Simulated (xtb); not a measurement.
xtb input (GFN2-xTB):

```bash
xtb mol.xyz --gfn 2 --sp --chrg 1 --uhf 0
```
mol.xyz:
```
3

Sc     0.45952104     0.15337693     0.55001912
Cl     1.06729455     0.22866685    -1.55870886
Cl    -1.63493819    -0.41813248     0.87927348
```

End of the output:

```
         :::::::::::::::::::::::::::::::::::::::::::::::::::::
         ::                     SUMMARY                     ::
         :::::::::::::::::::::::::::::::::::::::::::::::::::::
         :: total energy              -9.703219776124 Eh    ::
         :: gradient norm              0.011042823452 Eh/a0 ::
         :: HOMO-LUMO gap              1.915720230824 eV    ::
         ::.................................................::
         :: SCC energy                -9.724696210732 Eh    ::
         :: -> isotropic ES            0.173627773988 Eh    ::
         :: -> anisotropic ES         -0.001206717697 Eh    ::
         :: -> anisotropic XC         -0.007703532520 Eh    ::
         :: -> dispersion             -0.001942427671 Eh    ::
         :: repulsion energy           0.021476434608 Eh    ::
         :: add. restraining           0.000000000000 Eh    ::
         :: total charge               1.000000000000 e     ::
         :::::::::::::::::::::::::::::::::::::::::::::::::::::

           -------------------------------------------------
          |                Property Printout                |
           -------------------------------------------------

    * Orbital Energies and Occupations

         #    Occupation            Energy/Eh            Energy/eV
      -------------------------------------------------------------
         1        2.0000           -1.3011264             -35.4055
         2        2.0000           -1.2846299             -34.9566
         3        2.0000           -0.7410633             -20.1654
         4        2.0000           -0.6823096             -18.5666
         5        2.0000           -0.6693298             -18.2134
         6        2.0000           -0.6622718             -18.0213
         7        2.0000           -0.6501839             -17.6924
         8        2.0000           -0.6495178             -17.6743 (HOMO)
         9                         -0.5791163             -15.7586 (LUMO)
        10                         -0.5716127             -15.5544
        11                         -0.5702018             -15.5160
        12                         -0.5699338             -15.5087
        13                         -0.5682517             -15.4629
        14                         -0.5166100             -14.0577
        15                         -0.3327112              -9.0535
        16                         -0.2005521              -5.4573
        17                         -0.2002002              -5.4477
        18                         -0.1981570              -5.3921
        19                         -0.1969956              -5.3605
       ...                                ...                  ...
        27                          0.2515687               6.8455
      -------------------------------------------------------------
                  HL-Gap            0.0704014 Eh            1.9157 eV
             Fermi-level           -0.6143171 Eh          -16.7164 eV

     #   Z          covCN         q      C6AA      α(0)
     1  21 Sc       1.477     0.917   266.016    34.653
     2  17 Cl       0.739     0.042    97.722    15.121
     3  17 Cl       0.739     0.042    97.722    15.121

 Mol. C6AA /au·bohr⁶  :       1265.565681
 Mol. C8AA /au·bohr⁸  :      96162.537437
 Mol. α(0) /au        :         64.894422

Wiberg/Mayer (AO) data.
largest (>0.10) Wiberg bond orders for each atom

 ---------------------------------------------------------------------------
     #   Z sym  total        # sym  WBO       # sym  WBO       # sym  WBO
 ---------------------------------------------------------------------------
     1  21 Sc   2.855 --     2 Cl   1.428     3 Cl   1.428
     2  17 Cl   1.672 --     1 Sc   1.428     3 Cl   0.245
     3  17 Cl   1.672 --     1 Sc   1.428     2 Cl   0.245
 ---------------------------------------------------------------------------

Topologies differ in total number of bonds
Writing topology from bond orders to xtbtopo.mol

molecular dipole:
                 x           y           z       tot (Debye)
 q only:        0.752       0.251       0.900
   full:        0.906       0.302       1.084       3.673
molecular quadrupole (traceless):
                xx          xy          yy          xz          yz          zz
 q only:        0.469       0.553      -1.251       0.551       0.253       0.782
  q+dip:        0.816       0.947      -2.146       0.865       0.411       1.330
   full:       -0.437      -0.034       0.136       2.649       0.750       0.300

           -------------------------------------------------
          | TOTAL ENERGY               -9.703219776124 Eh   |
          | GRADIENT NORM               0.011042823452 Eh/α |
          | HOMO-LUMO GAP               1.915720230824 eV   |
           -------------------------------------------------

------------------------------------------------------------------------
------------------------------------------------------------------------
 total:
 SCF:
Note: The following floating-point exceptions are signalling: IEEE_UNDERFLOW_FLAG IEEE_DENORMAL
normal termination of xtb
```
